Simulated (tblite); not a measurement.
Species: C9H11N.
Bonds: C1–C2 (double), C2–C3, C3–C4 (aromatic), C4–C5 (aromatic), C5–C6 (aromatic), C6–C7 (aromatic), C7–C8 (aromatic), C8–N9, N9–C10, C3–C8 (aromatic). Hydrogens: H11, H12 on C1; H13 on C2; H14 on C4; H15 on C5; H16 on C6; H17 on C7; H18 on N9; H19, H20, H21 on C10.

A start from a force field or distance geometry was refined with GFN2-xTB geometry optimisation, gas phase (tblite 0.8.0). Values at the start:

| coordinate | start |
| --- | --- |
| C1=C2 | 1.317 Å |
| C1–H11 | 1.072 Å |
| C1–H12 | 1.105 Å |
| C2–C3 | 1.457 Å |
| C2–H13 | 1.099 Å |
| C3–C4 | 1.394 Å |
| C3–C8 | 1.384 Å |
| C4–C5 | 1.379 Å |
| C5–C6 | 1.365 Å |
| C6–C7 | 1.386 Å |
| C7–C8 | 1.382 Å |
| C7–H17 | 1.091 Å |
| C8–N9 | 1.429 Å |
| N9–H18 | 1.038 Å |
| C10–H19 | 1.114 Å |
| C10–H20 | 1.130 Å |
| C2–C3–C8 | 122.6° |
| C3–C8–C7 | 120.6° |
| C3–C8–N9 | 121.6° |
| C4–C3–C8 | 116.3° |
| C5–C6–C7 | 117.4° |
| C6–C7–C8 | 122.4° |
| C7–C8–N9 | 117.8° |
| C8–N9–C10 | 117.9° |
| C1–C2–C3–C4 | -2° |
| C7–C8–N9–C10 | 0° |

Task: How do these coordinates change at the GFN2-xTB level?

Result: 
```csv
coordinate,GFN2-xTB (Å or °),change
C8–N9,1.379,-0.050
C10–H20,1.091,-0.039
N9–H18,1.008,-0.030
C3–C8,1.412,+0.028
C1–H12,1.077,-0.028
C5–C6,1.384,+0.019
C10–H19,1.098,-0.016
C2–H13,1.084,-0.015
C7–C8,1.395,+0.013
C7–H17,1.078,-0.013
C1=C2,1.327,+0.010
C2–C3,1.463,+0.006
C1–H11,1.077,+0.005
C6–C7,1.382,-0.004
C3–C4,1.390,-0.004
C4–C5,1.382,+0.003
C8–N9–C10,122.4,+4.5
C7–C8–N9,121.8,+4.0
C5–C6–C7,120.4,+3.0
C4–C3–C8,119.0,+2.7
C3–C8–N9,119.5,-2.1
C3–C8–C7,118.8,-1.8
C2–C3–C8,120.7,-1.9
C6–C7–C8,121.0,-1.4
C1–C2–C3–C4,-35,-33
C7–C8–N9–C10,10,+10
```

The energy falls by 0.391 eV over 137 L-BFGS steps, the largest force on an atom goes from 3.00 to 0.007 eV/Å, and the atoms move by 0.348 Å rms after alignment. The bond that changes most is C8–N9 (aromatic carbon bearing nitrogen to aniline-type nitrogen), which shortens by 0.050 Å. Bonds longer at the end by more than 0.005 Å: 5 of 21; shorter: 8. Among the dihedrals that turn most is H13–C2–C3–C4, from 180° to 144°. Rotational constants go from 1723, 1301, 744.9 to 1625, 1358, 751.9 MHz.

On one thread of an Intel Xeon at 2.50 GHz, shared host with 64 logical CPUs at a one-minute load of 61, this took 8.6 s wall, 3.6 s CPU.

Its GFN2-xTB frequencies are all real (lowest 80 cm⁻¹). The numbers are those of one conformer.

The numbers are calculated, not measured.
